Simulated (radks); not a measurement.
Spherical quantum dot in the effective-mass picture: electrons in a hard-walled sphere of radius 3.19, all in effective atomic units (hartree* = m*/eps^2 hartree, bohr* = eps/m* bohr), one dielectric constant everywhere. Calculated with a radial shooting solver with Libxc functionals: non-relativistic Kohn-Sham, PBEsol, spin-polarised, spherical densities. Levels are named by radial order and angular momentum (1s, 1p, 1d, 2s, ...), and open shells are averaged over m. Results are scaled to m* = 0.249 and eps = 10.3, for which hartree* = 63.87 meV and bohr* = 2.189 nm. Each electron was tried in the lowest free levels, single moves between levels near the top were tried too, and the lowest total energy was kept; such a search can miss a lower state. At N = 1 the Hartree and exchange-correlation terms need not cancel, so that row can carry a self-interaction error.

N                         open shells  2S  E (meV)  mu = E(N) - E(N-1) (meV)  addition energy mu(N+1) - mu(N) (meV)  rms radius (nm)
1                    1s(up 1, down 0)   1  31.4334                    31.433                                  32.20            3.740
2                                none   0  95.0641                    63.631                                  53.43            3.888
3                    1p(up 1, down 0)   1  212.129                    117.07                                  25.03            4.129
4                    1p(up 2, down 0)   2  354.222                    142.09                                  25.68            4.263
5                    1p(up 3, down 0)   3  521.991                    167.77                                  33.00            4.356
6                    1p(up 3, down 1)   2  722.757                    200.77                                  24.35            4.431
7                    1p(up 3, down 2)   1  947.877                    225.12                                  24.97            4.491
8                                none   0  1197.97                    250.09                                  58.68            4.541
9                    1d(up 1, down 0)   1  1506.74                    308.77                                  24.25            4.607
10                   1d(up 2, down 0)   2  1839.76                    333.02                                  24.39            4.661
11                   1d(up 3, down 0)   3  2197.17                    357.41                                  24.46            4.708
12                   1d(up 4, down 0)   4  2579.04                    381.87                                  24.50            4.748
13                   1d(up 5, down 0)   5  2985.42                    406.37                                  31.26            4.784
14                   1d(up 5, down 1)   4  3423.05                    437.63                                  23.85            4.817
15                   1d(up 5, down 2)   3  3884.52                    461.48                                  23.99            4.847
16                   1d(up 5, down 3)   2  4369.99                    485.47                                  24.08            4.874
17                   1d(up 5, down 4)   1  4879.53                    509.54                                  24.13            4.899
18                               none   0  5413.20                    533.67                                  64.42            4.922
19                   1f(up 1, down 0)   1  6011.28                    598.08                                  23.66            4.949
20                   1f(up 2, down 0)   2  6633.02                    621.74                                  23.70            4.974
21                   1f(up 3, down 0)   3  7278.46                    645.44                                  23.72            4.998
22                   1f(up 4, down 0)   4  7947.62                    669.16                                  23.73            5.019
23                   1f(up 5, down 0)   5  8640.51                    692.89                                  23.74            5.039
24                   1f(up 6, down 0)   6  9357.14                    716.63                                  23.75            5.058
25                   1f(up 7, down 0)   7  10097.5                    740.38                                  30.12            5.076
26                   1f(up 7, down 1)   6  10868.0                    770.50                                  23.40            5.093
27                   1f(up 7, down 2)   5  11661.9                    793.90                                  23.44            5.109
28                   1f(up 7, down 3)   4  12479.3                    817.34                                  23.47            5.124
29                   1f(up 7, down 4)   3  13320.1                    840.81                                  23.49            5.139
30                   1f(up 7, down 5)   2  14184.4                    864.30                                  23.50            5.152
31                   1f(up 7, down 6)   1  15072.2                    887.80                                  23.51            5.165
32                               none   0  15983.5                    911.32                                  56.16            5.178
33                   2s(up 1, down 0)   1  16951.0                    967.48                                  37.41            5.158
34                               none   0  17955.9                    1004.9                                  26.39            5.139
35                   1g(up 1, down 0)   1  18987.1                    1031.3                                  21.88            5.154
36  2s(up 1, down 0) 1g(up 3, down 0)   4  20040.3                    1053.2                                  23.06            5.199
37  2s(up 1, down 0) 1g(up 4, down 0)   5  21116.5                    1076.2                                  23.23            5.212
38  2s(up 1, down 0) 1g(up 5, down 0)   6  22215.9                    1099.4                                      -            5.224

All shells are closed at N = 2, 8, 18, 32, 34 (there: 1s2 1p6 1d10 2s2 1f14); the second difference of the energy has clear peaks (12 % above both neighbours; the first and last values, which can be the largest, are not judged, and half-filled shells can peak too) at N = 2, 5, 8, 13, 18, 25, 32.
